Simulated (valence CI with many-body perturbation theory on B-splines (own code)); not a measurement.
Kr15+: calculated level list

Calculated by valence CI with perturbative core correlation (CI+MBPT): three valence electrons over a frozen Dirac-Fock core [Ar], radial functions for each j: 7 s, 7 p, 8 d, 6 f, 4 g, 1 h, with the one-electron correlation potential Σ1 (screened to all orders), the two-electron term Σ2, the three-electron term Σ3, Breit, model QED; selected single and double excitations, second order for the rest, scaled by the run's own slope (own B-spline code, finite nucleus).

No measured levels were compared; by estimate terms of the open shell hold to 2 to 4 % of their energy, and close levels can change places. The list stops below the first excitations out of the core. Only levels of the ground parity were solved; by the run's estimate the other parity begins above the list, which can be wrong where configurations are misplaced.

Levels 1 to 19 of 19, with energies above the lowest level, 3d3 4F_3/2. "Leading %" is the weight of the configuration and term that name the level; weights of strongly mixed levels are sums over their largest components and can fall short. Lifetimes count E1, E2, E3, M1 and M2 decay at the calculated energies, and are blank where another channel may lead or the interval is too uncertain; long ones can be off by a factor of two.

| No. | Configuration | Term | J | E (eV) | Leading % | Second component | Lifetime |
| --- | --- | --- | --- | --- | --- | --- | --- |
| 1 | 3d3 | 4F | 3/2 | 0.000 | 96 |  |  |
| 2 | 3d3 | 4F | 5/2 | 0.733 | 99 |  | 115 ms |
| 3 | 3d3 | 4F | 7/2 | 1.556 | 98 |  | 80.8 ms |
| 4 | 3d3 | 4F | 9/2 | 2.387 | 94 | 6 % 3d3 2G | 127 ms |
| 5 | 3d3 | 4P | 3/2 | 5.332 | 71 | 22 % 3d3 2P | 30.2 ms |
| 6 | 3d3 | 4P | 1/2 | 5.499 | 88 | 12 % 3d3 2P | 431 ms |
| 7 | 3d3 | 2G | 7/2 | 6.292 | 98 |  | 9.11 ms |
| 8 | 3d3 | 4P | 5/2 | 6.632 | 97 |  | 49.1 ms |
| 9 | 3d3 | 2G | 9/2 | 6.681 | 62 | 33 % 3d3 2H | 8.12 ms |
| 10 | 3d3 | 2D | 3/2 | 7.767 | 54 | 24 % 3d3 4P | 3.35 ms |
| 11 | 3d3 | 2P | 1/2 | 8.247 | 88 | 12 % 3d3 4P | 10.6 ms |
| 12 | 3d3 | 2H | 11/2 | 9.011 | 100 |  | 32.3 ms |
| 13 | 3d3 | 2H | 9/2 | 9.077 | 67 | 32 % 3d3 2G | 7.76 ms |
| 14 | 3d3 | 2D | 5/2 | 9.381 | 96 |  | 4.39 ms |
| 15 | 3d3 | 2P | 3/2 | 10.179 | 58 | 36 % 3d3 2D | 3.77 ms |
| 16 | 3d3 | 2F | 7/2 | 13.244 | 99 |  | 7.85 ms |
| 17 | 3d3 | 2F | 5/2 | 13.496 | 97 |  | 10.9 ms |
| 18 | 3d3 | 2D | 5/2 | 20.300 | 97 |  | 1.41 ms |
| 19 | 3d3 | 2D | 3/2 | 20.535 | 100 |  |  |

Names give the largest LS component (configuration and term), which can be under half, so a name can repeat, a term be missing and a line seem to break the LS rules; names also repeat where a configuration has a term twice.

The ionisation energy to 3d2 3F_2 of the next ion comes out as 540.39 eV (NIST: 540 ± 3 eV (theoretical)). All 19 levels together are meant to be complete up to 80.380 eV.
